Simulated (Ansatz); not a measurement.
Basis-set extrapolation for `F[SiH](Cl)O[SiH3]` (PBE0-D4/def2-TZVP geometry, frozen core, Ansatz). Multiplicity 1, RHF reference.

|  | def2-TZVPP | def2-QZVPP |
| --- | --- | --- |
| HF | -1214.346141 | -1214.387012 |
| MP2 correlation | -0.909316 | -0.992006 |
| CCSD(T) correlation | -0.985950 | not run |

Energies in hartree. Use E(X) = E(∞) + A·exp(−7.88·√X) for Hartree–Fock and E(X) = E(∞) + B·X^(−2.97) for correlation, with X = 3 and 4, and add CCSD(T) minus MP2 of the smaller set to the MP2 limit.

Problem. What is the CCSD(T) energy at the basis-set limit?

Solution. HF limit: -1214.387012 + (-0.040871) × 0.13774 = -1214.39264. MP2 limit: -0.992006 + (-0.082690) × 0.74074 = -1.05326. Higher-order term: -0.985950 − (-0.909316) = -0.07663. Total: -1215.52253 hartree, 500.0 kJ/mol below CCSD(T)/def2-TZVPP.
